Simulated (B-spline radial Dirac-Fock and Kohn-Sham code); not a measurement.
Atomic SCF run for F

ΔSCF core binding energies without Breit or QED terms, calculated with a radial B-spline solver. Keys: rel is the Hamiltonian (dirac, or spin-free x2c and nr, where L3 and M5 stand for the whole 2p and 3d shells), method is hf or an exchange,correlation pair (spin-unpolarised, also for the hole states), nuc the nuclear model, radius_factor scales its radius, rmax is the box in bohr, h the logarithmic mesh step, order the B-spline order, points the quadrature points per cell, c_factor scales the speed of light, and damp, ndamp, maxit and tol steer the iteration. The run stops when the commutator error falls below 10·tol·max(1, Z/10), or the numerical noise floor, and the energy has settled to about 1e-8 Ha; the virial ratio is −V/T.

Input (task.json):

```json
{"items": [{"Z": 9, "q": 0, "cfg": [[1, 0, 2], [2, 0, 2], [2, 1, 5]], "A": 19, "rrms": 2.8976, "do": "settings", "holes": ["K", "L3", "M5"],
  "settings": [{"rel": "dirac", "method": "lda,vwn", "nuc": "fermi", "radius_factor": 1.0, "rmax": 45.0, "h": 0.3, "order": 8, "points": 10, "c_factor": 1.0, "maxit": 88, "damp": 0.5, "ndamp": 3, "tol": 1e-08, "cfg": "1s2 2s2 2p7"}]}]}
```

Command: `python xray2_run.py task.json out`

The program stops without a result: overfilled shell.

**Question.** One setting is unsound. Which, and why?

**Answer.** cfg describes an anion whose outer electrons are not bound. With the default settings (Dirac Hartree-Fock): The ground state converged in 9 iterations, with total energy -99.50161 Ha, virial ratio 1.99814 and highest orbital energy -19.83 eV. ΔSCF binding energies: K (1s) 698.4 eV. Holes are computed only in closed shells, and unreliable hole states are left out.
